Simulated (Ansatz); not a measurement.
`[CH3][V](=[NH])([Cl])[Cl]` + H–F → `[CH3][V](=[NH])([F])[Cl]` + HCl at 600 K and 1 bar (ligand exchange at a V–Cl bond).

Isolated molecules relaxed with PBE0-D4/def2-TZVP in Ansatz; ΔE leaves out vibrations. CBS: MP2 limit from def2 TZ/QZ plus the TZ coupled-cluster correction, frozen cores. This one scheme is used for every species. For V outer-core shells are correlated without core-valence functions, which leaves a few kJ/mol of doubt a bond. Scalar relativity is left out up to krypton. Each species was taken in one conformer, which may not be the lowest.

```tsv
species	CCSD(T)/CBS energy (Eh)	H − E (kJ/mol)	S (J/(mol·K))
`[CH3][V](=[NH])([Cl])[Cl]`	-1958.27042	201.1	464.6
H–F	-100.39570	42.3	194.0
`[CH3][V](=[NH])([F])[Cl]`	-1598.28252	202.1	451.5
HCl	-460.38127	35.4	207.2
```

H − E and S are ideal-gas, rigid-rotor, harmonic terms from PBE0-D4/def2-TZVP, for one conformer and one mirror image of each species. 1 Eh = 2625.50 kJ/mol, R = 8.31446 J/(mol·K).

Q: By hand: ΔE, ΔH, ΔS and ΔG.

A: ΔE = (-1598.28252) + (-460.38127) − (-1958.27042) − (-100.39570) = 0.00233 Eh = 6.1 kJ/mol. Δ(H − E) = 202.1 + 35.4 − 201.1 − 42.3 = -5.9, so ΔH = 0.2 kJ/mol. ΔS = 451.5 + 207.2 − 464.6 − 194.0 = 0.1 J/(mol·K). ΔG = 0.2 − 600 × (0.1)/1000 = 0.1 kJ/mol.

Q: By hand: the equilibrium constant, and the temperature at which ΔG would vanish if ΔH and ΔS stayed fixed.

A: log₁₀ K = −ΔG/(RT ln 10) = 0.0. ΔG = 0 at ΔH/ΔS = 2000 K, though so small a ΔH makes that figure unsure.

The number of gas molecules stays the same, so ΔS is small and ΔH decides. The sign of ΔG lies within the doubt. A doubt of 5 kJ/mol in ΔE shifts log₁₀ K by 0.4 here. Other conformers and mirror images would add mixing entropy, several J/(mol·K) or more a flexible species. These are equilibria of isolated gas molecules and say nothing of rates. Largest T1 diagnostic: 0.031 (customary marks: 0.02 for closed shells, 0.045 for open ones).
